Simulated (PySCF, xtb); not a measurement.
B(H)(NCO)2 (C₂HBN₂O₂), SMILES B(N=C=O)N=C=O. Other conformers were not sampled.

Harmonic wavenumbers (cm⁻¹) from GFN2-xTB in xtb 6.7.1 at its own minimum, in rising order: 37, 97, 106, 178, 419, 484, 493, 519, 523, 712, 851, 930, 1122, 1575, 1601, 2472, 2552, 2674.

What does PySCF with TPSSh-D3(BJ)/def2-SVP give at its own minimum? (An estimate is asked for; the answer gives what the named calculation found.)

35, 73, 90, 142, 363, 573, 580, 617, 617, 854, 864, 970, 1171, 1570, 1625, 2411, 2468, 2648. Paired by order, the mean absolute difference is 53 cm⁻¹ and the zero-point energies are 24.8 and 25.3 kcal/mol.
